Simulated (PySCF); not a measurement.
**Relaxation of quartet InO₂**

These are results of PySCF, UPBE0, basis In def2-TZVP with ECP28, O def2-TZVP (scalar-relativistic core potentials, no spin–orbit coupling, density fitting), not measurements. A (50,194) grid was used.

A hand-made linear start, of D∞h symmetry, held to at least that symmetry:

Coordinates in bohr (charge 0 multiplicity 4):
```
In    0.0000    0.0000    0.0000
O     0.0000    0.0000    3.6472
O     0.0000    0.0000   -3.6472
```

Optimiser trace:
```tsv
step	E − E(last) (kJ/mol)	largest gradient (Eh/bohr)
0	52.72	0.06233
1	6.05	0.01705
2	0.85	0.00591
3	0.02	0.00095
4	0.00	0.00007
```

It ends at D∞h with In–O 2.132 Å (×2); O–In–O 180.0° (after a last refinement on a finer grid). A frequency run shows 2 imaginary modes (one degenerate set), down to 120i cm⁻¹, so it is a higher-order saddle point. Other isomers or separated fragments may lie lower.

Final geometry:
Z-matrix (Å, degrees; charge 0 multiplicity 4):
```
In
O  1 2.1321
O  1 2.1321 2 180.00
```

At this level a doublet minimum of C∞v symmetry lies 140 kJ/mol below this structure. Spin–orbit coupling, left out here, can matter for elements this heavy.

The relaxation took 7.2 s on 4 threads of a shared Arm Neoverse V1 host, with 112 basis functions and 5 gradients; the process peaked at 0.54 GiB.
